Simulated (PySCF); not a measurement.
**Bonding in `O=C[C@]12CC[C@H](C1)C2`**

Compound: C₇H₁₀O.
Atom-mapped SMILES: `[O:1]=[CH:2][C@:3]12[CH2:4][CH2:5][C@H:6]([CH2:7]1)[CH2:8]2` (hydrogens: H9 on C2; H10, H11 on C4; H12, H13 on C5; H14 on C6; H15, H16 on C7; H17, H18 on C8)

Cartesian coordinates in Å at the GFN2-xTB level; atoms count from 1:
```xyz
18
C7H10O angstrom
O      2.872    0.851    0.629
C      2.197   -0.010    0.135
C      0.717   -0.009    0.042
C     -0.071    1.174    0.613
C     -1.502    0.702    0.271
C     -1.168   -0.628   -0.408
C     -0.117   -1.212    0.546
C      0.007   -0.236   -1.314
H      2.662   -0.914   -0.314
H      0.095    1.289    1.683
H      0.198    2.109    0.123
H     -2.017    1.386   -0.402
H     -2.118    0.562    1.158
H     -1.998   -1.223   -0.777
H     -0.352   -1.230    1.608
H      0.278   -2.173    0.228
H      0.419   -1.069   -1.878
H     -0.113    0.636   -1.953
```

Bond orders from the PBE0/pcSseg-1 density (PySCF). The structure is a single GFN2-xTB conformer in the gas phase; no vibrational or solvent corrections.

Where do the orders between heavy atoms depart from those drawn in the SMILES?

The largest departure is 0.099, at C7–C3 (drawn single, 0.901) and C8–C3 (drawn single, 0.901).

Give the Mayer order of every bond, beside its length.

| bond | drawn as | length (Å) | Mayer order |
| --- | --- | --- | --- |
| O1–C2 | double | 1.201 | 2.065 |
| C2–C3 | single | 1.482 | 0.976 |
| C3–C4 | single | 1.532 | 0.997 |
| C4–C5 | single | 1.545 | 1.002 |
| C5–C6 | single | 1.530 | 1.004 |
| C6–C7 | single | 1.535 | 0.937 |
| C6–C8 | single | 1.535 | 0.937 |
| C7–C3 | single | 1.548 | 0.901 |
| C8–C3 | single | 1.548 | 0.901 |
| C2–H9 | single | 1.111 | 0.948 |
| C4–H10 | single | 1.089 | 0.951 |
| C4–H11 | single | 1.089 | 0.951 |
| C5–H12 | single | 1.089 | 0.951 |
| C5–H13 | single | 1.089 | 0.951 |
| C6–H14 | single | 1.086 | 0.994 |
| C7–H15 | single | 1.088 | 0.960 |
| C7–H16 | single | 1.087 | 0.953 |
| C8–H17 | single | 1.087 | 0.953 |
| C8–H18 | single | 1.088 | 0.960 |

Bonds between the same two heavy elements. C–C: lowest C7–C3 and C8–C3 (0.901, 1.548 Å), highest C5–C6 and C4–C5 (1.004, 1.530 Å); in 5 of the 28 pairs the longer bond (by over 0.003 Å) has the higher order (by 0.02 or more). Bonds named together lie within 0.004.

Sum the orders of all bonds at each heavy atom with more than one neighbour and set the sums beside the valence in the SMILES.

C2 3.989 (drawn 4), C3 3.775 (drawn 4), C4 3.901 (drawn 4), C5 3.908 (drawn 4), C6 3.872 (drawn 4), C7 3.751 (drawn 4), C8 3.751 (drawn 4). Orders between atoms that aren't bonded are not in these sums.

The Mayer order sums products of elements of PS (density times overlap matrix) between the two atoms' basis functions, so it depends on the basis set.

These values come from a run that also computed NMR shieldings. Time: 23 s; peak memory 0.84 GiB. Hardware: an Arm Neoverse V2 with one thread, no GPU (shared host).
